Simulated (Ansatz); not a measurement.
A search over several starts for the lowest SCF solution of Cu₃H₃⁻, that is (CuH)3 ring with one electron more at the given spin, in a small basis.

```yaml
crystal:
  periodic: [false, false, false]
  atoms:
    - {symbol: Cu, position_ang: [0.586889, 1.188714, 0.198875]}
    - {symbol: H, position_ang: [-1.057657, 1.554293, 0.205186]}
    - {symbol: Cu, position_ang: [-1.336642, -0.086974, -0.053628]}
    - {symbol: H, position_ang: [-0.828002, -1.676952, -0.280753]}
    - {symbol: Cu, position_ang: [0.749731, -1.101740, -0.145239]}
    - {symbol: H, position_ang: [1.885680, 0.122668, 0.075558]}
basis:
  gaussian: {orbitals: def2-SVP}
total_charge: -1
magnetization: {spin_polarized: true, initial_magnetization: 1}
hamiltonian: {xc: pbe0, dispersion: d4}
output: {orbitals: {seedname: orbitals}}
```

```sh
$ ansatz run in.yaml --threads 4 --pin off --events-out ev --progress --plain --max-ram 3916MiB
```

Output, abridged:

```
Functional definition: PBE0
1203 factors; integrals over basis functions are off by at most 1.2e-3 eV
mean field evaluation 1: about -133930.9100 eV, gradient 1.8e1 eV
mean field evaluation 2: about -133929.2301 eV, gradient 3.2e1 eV
mean field evaluation 4: about -133932.0103 eV, gradient 1.2e0 eV
mean field evaluation 8: about -133932.1892 eV, gradient 1.5e-1 eV
mean field evaluation 16: about -133932.1897 eV, gradient 6.3e-2 eV
mean field evaluation 32: about -133932.1955 eV, gradient 4.6e-4 eV
mean field evaluation 64: about -133932.1954 eV, gradient 2.7e-3 eV
mean field evaluation 96: about -133932.1868 eV, gradient 1.2e-2 eV
mean field evaluation 128: about -133932.1900 eV, gradient 2.2e-1 eV
a density is far from that of the atoms, so the factors are made again for it
1249 factors; integrals over basis functions are off by at most 1.2e-3 eV
mean field evaluation 160: about -133932.1937 eV, gradient 3.1e-5 eV
mean field evaluation 192: about -133932.1948 eV, gradient 1.2e-1 eV
mean field evaluation 224: about -133932.1752 eV, gradient 1.4e0 eV
mean field evaluation 256: about -133932.1937 eV, gradient 8.4e-4 eV
mean field -133932.19368173 eV, -4921.9173353020 hartree, gradient 2.5e-6 eV, S^2 0.754587; 7 other end points of the search recorded, 0 dependent functions left out
reference -133932.19371183 eV, -4921.9173364081 hartree; 46, 45 occupied and 62, 63 virtual orbitals, 1249 factors
Total energy: -133932.35215124 eV, -4921.9231589490 hartree
```

Hardware: 4 threads of Intel Xeon on a shared host. Wall time 2.6 min, peak host memory 0.57 GiB.

The highest occupied level of the charge -1 doublet lies above zero (up to 2.01 eV). Energy differences disagree on whether the electron is bound (positive means bound): -0.07 eV (vertical, against the charge 0 singlet, at PBE0-D4/def2-TZVPD), but 0.09 eV at r2SCAN-D4/def2-TZVPD.
